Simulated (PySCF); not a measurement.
Two species compared at the same levels of theory.

First species: C₂H₈OSi.
SMILES: `CC[SiH2]O`

Second species: C4H6Cl4OSi.
SMILES: `O=C([SiH2]CCl)CC(Cl)(Cl)Cl`

Levels: PBE0/pcSseg-1 for dipole moment, HOMO energy, LUMO energy and HOMO–LUMO gap; GFN2-xTB for rotational constant A and rotational constant C. Geometries: GFN2-xTB. Each structure is a single optimised conformer of the isolated species, non-relativistic unless stated; the electronic structure was computed with PySCF and density fitting.

Dipoles, sizes and rotational constants follow the conformer. The torsions of the flexible species, by atom-mapped SMILES:
- `[CH3:1][CH2:2][SiH2:3][OH:4]`: C1–C2–Si3–O4 176°, H–O4–Si3–C2 54°
- `[O:1]=[C:2]([CH2:3][C:4]([Cl:5])([Cl:6])[Cl:7])[SiH2:8][CH2:9][Cl:10]`: O1–C2–C3–C4 -1°, C2–C3–C4–Cl5 -60°, O1–C2–Si8–C9 98°, C2–Si8–C9–Cl10 65°

```tsv
property	column X	column Y
dipole moment	3.88 D	1.77 D
HOMO energy	-7.33 eV	-8.05 eV
LUMO energy	-1.71 eV	0.70 eV
HOMO–LUMO gap	5.62 eV	8.75 eV
rotational constant A	0.939 GHz	16.893 GHz
rotational constant C	0.321 GHz	2.597 GHz
```

(1) Which column belongs to which species?

(2) How does each property change from the first species to the second?

## Answers

(1) Column X is the second species and column Y the first. The first has 12 atoms and 42 electrons, the second 16 and 120.

(2) dipole moment +2.11 D; HOMO energy +0.72 eV; LUMO energy -2.41 eV; HOMO–LUMO gap -3.13 eV; rotational constant A -15.954 GHz; rotational constant C -2.276 GHz.

On the first: In atomic units the dipole is 0.70 e·bohr (1 au = 2.5417 D).

On the second: The dipole matches unit charges of opposite sign 0.81 Å apart (1 e·Å = 4.8032 D). A dipole of 3.88 D is allowed in C1, and pure rotational transitions are dipole-allowed.
